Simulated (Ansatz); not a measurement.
`CC[N](C)[Al]([Cl])[Cl]` + HI → `[Cl][Al]([Cl])[I]` + ethylmethylamine  (ligand exchange at the Al–N bond)

Computed with Ansatz on PBE0-D4/def2-TZVP structures; ΔE is electronic, products minus reactants. CCSD(T)/CBS is the MP2 limit (def2-TZVPP, def2-QZVPP) plus CCSD(T) − MP2 in def2-TZVPP, frozen cores. DFT in def2-TZVPP. Elements past krypton have def2 core potentials. For I outer-core shells are correlated without core-valence functions, which leaves a few kJ/mol of doubt a bond. One conformer a species, not always the lowest.

| species | PBE0 energy (Eh) |
| --- | --- |
| `CC[N](C)[Al]([Cl])[Cl]` | -1336.36685 |
| HI | -298.31821 |
| `[Cl][Al]([Cl])[I]` | -1460.37805 |
| `CCNC` | -174.33145 |

Question: Work out ΔE.

Answer: ΔE = (-1460.37805) + (-174.33145) − (-1336.36685) − (-298.31821) = -0.02444 Eh = -15.3 kcal/mol. CCSD(T)/CBS gives -13.2 kcal/mol.

Largest T1 diagnostic among the species: 0.010.

The D4 term adds +2.2 kcal/mol with B3LYP and +1.3 kcal/mol with PBE0; it sums over pairs of atoms, weighted by their polarisabilities, and B3LYP, whose exchange is more repulsive, gets the larger term. In def2-TZVPP, CCSD(T) changes the Hartree–Fock value by +5.8 kcal/mol (the triples alone add +0.6 kcal/mol) and MP2 by +4.5 kcal/mol. From PBE to PBE0 (25 % exact exchange), in def2-TZVPP and without D4, ΔE moves by −1.0 kcal/mol.

B3LYP here is the variant with VWN-RPA as its local correlation; programs differ in this.
